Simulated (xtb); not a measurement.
CH₅ClFNSi, SMILES NC[Si@H](F)Cl. All values are semi-empirical tight-binding results from xtb (GFN2-xTB unless named), good for trends rather than for accurate numbers. The structure is a stationary point at GFN2-xTB. The structure was generated by enumeration; whether it is a known compound was not checked. The values are those of a single conformer.

Optimised geometry:

```xyz
10

N     -2.5277     0.1537     0.7728
C     -1.4650    -0.6146     0.1257
Si     0.2926     0.1024     0.3602
F      0.1819     1.6537    -0.0789
Cl     1.6576    -0.7580    -0.8241
H     -2.3800     0.1913     1.7754
H     -2.5263     1.1084     0.4295
H     -1.7166    -0.6663    -0.9388
H     -1.5309    -1.6373     0.5044
H      0.7246     0.1847     1.7432
```
Charge 0, spin multiplicity 1.

```json
{
 "orbital_gap": "4.78 eV",
 "dipole_moment": "1.61 D",
 "zero_point_energy": "41.5 kcal/mol",
 "G − E(el) at 298.15 K (modified RRHO)": "21.4 kcal/mol",
 "static polarisability (D4 model)": "68.1 bohr³",
 "solvation energy, GFN2-xTB/ALPB(water)": "-3.0 kcal/mol",
 "solvation energy, GFN2-xTB/ALPB(acetonitrile)": "-4.0 kcal/mol"
}
```

Computed atomic charges and the Wiberg bond orders between heavy atoms:
charges (e) N1 -0.34, C2 -0.08, Si3 0.57, F4 -0.26, Cl5 -0.22, H6 0.13, H7 0.14, H8 0.05, H9 0.04, H10 -0.04. Bond orders N1–C2 1.03, C2–Si3 0.88, Si3–F4 1.09, Si3–Cl5 1.12.
